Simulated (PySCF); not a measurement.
Stepwise substitution at one centre (Sn OH-C2H5). Isolated molecules, 0 K electronic values unless said otherwise. One relaxed conformer stands for each flexible species; it need not be the lowest. Strings in code marks are SMILES.

Method: B3LYP-D3(BJ)/def2-TZVP // B3LYP-D3(BJ)/def2-SVP run with PySCF. All candidates: neutral, multiplicity 1. B3LYP has the VWN-RPA correlation part, as in Gaussian. Delta-SCF ions had no search for a lower state. Excitations are Tamm–Dancoff values on a coarser integration grid. The basis has no diffuse functions, so Rydberg states are missing or too high.

```yaml
vertical ionisation energy (Delta-SCF): 9.12 eV
S1 excitation (TDA): 5.90 eV
HOMO–LUMO gap: 6.61 eV
```

Question: Which member has these values?
A. `[OH][Sn]([OH])([OH])[OH]`
B. `C[CH2][Sn]([OH])([OH])[OH]`
C. `C[CH2][Sn]([CH2]C)([CH2]C)[CH2]C`
D. `C[CH2][Sn]([OH])([OH])[CH2]C`

Answer: D, `C[CH2][Sn]([OH])([OH])[CH2]C`. The others give `C[CH2][Sn]([OH])([OH])[OH]`: 9.86 eV, 5.73 eV, 6.52 eV; `[OH][Sn]([OH])([OH])[OH]`: 11.08 eV, 5.33 eV, 6.53 eV; `C[CH2][Sn]([CH2]C)([CH2]C)[CH2]C`: 8.50 eV, 6.31 eV, 7.09 eV
